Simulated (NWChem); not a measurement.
System: ZrH$_{4}$O$_{2}$; SMILES [OH][ZrH2][OH]

Input file for NWChem:

```
start job
memory heap 200 mb stack 900 mb global 1100 mb
geometry units angstroms
  Zr    -0.287397    -0.057624    -0.152932
  O      1.365634     0.592978    -0.826140
  H      2.178475     0.960472    -0.458934
  O      0.213206    -0.276392     1.666505
  H      1.035377    -0.316036     2.169562
  H     -0.689332    -1.682041    -0.888366
  H     -1.576542     1.227691    -0.317685
end
basis spherical
  * library def2-svp
end
ecp
  Zr library def2-ecp
end
dft
  xc pbe0
  iterations 150
end
driver
  maxiter 120
end
task dft optimize
dft
  grid fine
  convergence energy 1d-8 density 1d-7
end
task dft freq numerical
```

Parts of the log:

```
             Northwest Computational Chemistry Package (NWChem) 7.3.0
             --------------------------------------------------------

 C2  symmetry detected

                             Geometry "geometry" -> ""
                             -------------------------

 Output coordinates in angstroms (scale by  1.889725989 to convert to a.u.)

  No.       Tag          Charge          X              Y              Z
 ---- ---------------- ---------- -------------- -------------- --------------
    1 Zr                  40.0000     0.00000000     0.00000000    -0.37056306
    2 O                    8.0000     1.44018022    -0.01320307     0.86823281
    3 H                    1.0000     1.56017032     0.16478105     1.80872571
    4 O                    8.0000    -1.44018022     0.01320307     0.86823281
    5 H                    1.0000    -1.56017032    -0.16478105     1.80872571
    6 H                    1.0000    -0.02888478    -1.54725736    -1.34332696
    7 H                    1.0000     0.02888478     1.54725736    -1.34332696

 Effective nuclear repulsion energy (a.u.)     246.8512511251

      Symmetry information
      --------------------

 Group name             C2
 Group number              4
 Group order               2
 No. of unique centers     4

                                Z-matrix (autoz)
                                --------

 Units are Angstrom for bonds and degrees for angles

      Type          Name      I     J     K     L     M      Value
      ----------- --------  ----- ----- ----- ----- ----- ----------
    1 Stretch                  1     2                       1.89971
    2 Stretch                  1     4                       1.89971
    3 Stretch                  1     6                       1.82787
    4 Stretch                  1     7                       1.82787
    5 Stretch                  2     3                       0.96468
    6 Stretch                  4     5                       0.96468
    7 Bend                     1     2     3               136.78268
    8 Bend                     1     4     5               136.78268
    9 Bend                     2     1     4                98.60030
   10 Bend                     2     1     6               110.67902
   11 Bend                     2     1     7               109.93407
   12 Bend                     4     1     6               109.93407
   13 Bend                     4     1     7               110.67902
   14 Bend                     6     1     7               115.69368
   15 Torsion                  2     1     4     5         -15.72914
   16 Torsion                  3     2     1     4         -15.72914
   17 Torsion                  3     2     1     6        -130.92077
   18 Torsion                  3     2     1     7         100.04092
   19 Torsion                  5     4     1     6         100.04092
   20 Torsion                  5     4     1     7        -130.92077

                           NWChem Geometry Optimization
                           ----------------------------

 maximum gradient threshold         (gmax) =   0.000450
 rms gradient threshold             (grms) =   0.000300
 maximum cartesian step threshold   (xmax) =   0.001800
 rms cartesian step threshold       (xrms) =   0.001200
 fixed trust radius                (trust) =   0.300000
 source of zmatrix                         =   autoz

          -------------------
          Energy Minimization
          -------------------

 Using diagonal initial Hessian
 Scaling for Hessian diagonals: bonds = 1.00  angles = 0.25  torsions = 0.10

          --------
          Step   0

                                 NWChem DFT Module
                                 -----------------

 Summary of "ao basis" -> "ao basis" (spherical)
 ------------------------------------------------------------------------------
       Tag                 Description            Shells   Functions and Types
 ---------------- ------------------------------  ------  ---------------------
 Zr                         def2-svp                11       31   5s3p2d1f
 O                          def2-svp                 6       14   3s2p1d
 H                          def2-svp                 3        5   2s1p

      Symmetry analysis of basis
      --------------------------

        a          41
        b          38

[...]

      ----------------------
      Optimization converged
      ----------------------

  Step       Energy      Delta E   Gmax     Grms     Xrms     Xmax
  ---- ---------------- -------- -------- -------- -------- --------
@    9    -199.69749828 -5.5D-07  0.00008  0.00004  0.00069  0.00120
                                     ok       ok       ok       ok

                                Z-matrix (autoz)
                                --------

 Units are Angstrom for bonds and degrees for angles

      Type          Name      I     J     K     L     M      Value     Gradient
      ----------- --------  ----- ----- ----- ----- ----- ---------- ----------
    1 Stretch                  1     2                       1.90299   -0.00002
    2 Stretch                  1     4                       1.90299   -0.00002
    3 Stretch                  1     6                       1.86793    0.00008
    4 Stretch                  1     7                       1.86793    0.00008
    5 Stretch                  2     3                       0.95730    0.00006
    6 Stretch                  4     5                       0.95730    0.00006
    7 Bend                     1     2     3               167.25504   -0.00001
    8 Bend                     1     4     5               167.25504   -0.00001
    9 Bend                     2     1     4               116.70687   -0.00003
   10 Bend                     2     1     6               107.27317    0.00001
   11 Bend                     2     1     7               107.33679    0.00001
   12 Bend                     4     1     6               107.33679    0.00001
   13 Bend                     4     1     7               107.27317    0.00001
   14 Bend                     6     1     7               110.92660   -0.00002
   15 Torsion                  2     1     4     5         -14.58784   -0.00003
   16 Torsion                  3     2     1     4         -14.58784   -0.00003
   17 Torsion                  3     2     1     6        -134.97020   -0.00004
   18 Torsion                  3     2     1     7         105.76069   -0.00003
   19 Torsion                  5     4     1     6         105.76069   -0.00003
   20 Torsion                  5     4     1     7        -134.97020   -0.00004

                         Geometry "geometry" -> "geometry"
                         ---------------------------------

 Output coordinates in angstroms (scale by  1.889725989 to convert to a.u.)

[...]

 Rotational Constants
 --------------------
 A=   0.471296 cm-1  (  0.678075 K)
 B=   0.169479 cm-1  (  0.243837 K)
 C=   0.134130 cm-1  (  0.192979 K)

 Temperature                      =   298.15K
 frequency scaling parameter      =   1.0000

 Zero-Point correction to Energy  =   23.457 kcal/mol  (  0.037381 au)
 Thermal correction to Energy     =   27.262 kcal/mol  (  0.043445 au)
 Thermal correction to Enthalpy   =   27.854 kcal/mol  (  0.044389 au)

 Total Entropy                    =   74.271 cal/mol-K
   - Translational                =   40.387 cal/mol-K (mol. weight = 125.9254)
   - Rotational                   =   23.137 cal/mol-K (symmetry #  =        2)
   - Vibrational                  =   10.747 cal/mol-K

 Cv (constant volume heat capacity) =   20.699 cal/mol-K
   - Translational                  =    2.979 cal/mol-K
   - Rotational                     =    2.979 cal/mol-K
   - Vibrational                    =   14.741 cal/mol-K

[normal modes left out]

 ----------------------------------------------------------------------------
 Normal Eigenvalue ||           Projected Infra Red Intensities
  Mode   [cm**-1]  || [atomic units] [(debye/angs)**2] [(KM/mol)] [arbitrary]
 ------ ---------- || -------------- ----------------- ---------- -----------
    1       -0.000 ||    0.003208           0.074         3.127       0.231
    2       -0.000 ||    0.000770           0.018         0.751       0.056
    3       -0.000 ||    0.000054           0.001         0.052       0.004
    4       -0.000 ||    0.004165           0.096         4.060       0.300
    5       -0.000 ||    0.005181           0.120         5.051       0.373
    6       -0.000 ||    0.004803           0.111         4.682       0.346
    7      157.485 ||    0.000019           0.000         0.019       0.001
    8      280.002 ||    0.008639           0.199         8.422       0.623
    9      305.424 ||    0.147700           3.408       143.985      10.645
   10      355.975 ||    0.002358           0.054         2.298       0.170
   11      386.190 ||    0.309643           7.144       301.856      22.317
   12      413.126 ||    0.164315           3.791       160.182      11.843
   13      515.499 ||    0.112602           2.598       109.770       8.116
   14      523.192 ||    0.000148           0.003         0.144       0.011
   15      588.271 ||    0.127538           2.942       124.331       9.192
   16      755.139 ||    0.163631           3.775       159.516      11.794
   17      774.251 ||    0.322602           7.443       314.488      23.251
   18     1653.819 ||    0.613237          14.148       597.814      44.199
   19     1687.207 ||    0.294522           6.795       287.114      21.228
   20     4008.378 ||    0.366145           8.447       356.936      26.390
   21     4012.181 ||    0.262370           6.053       255.771      18.910
 ----------------------------------------------------------------------------
```

Level: PBE0/def2-SVP with def2 effective core potentials on Zr. def2 effective core potentials on Zr; no spin-orbit coupling.
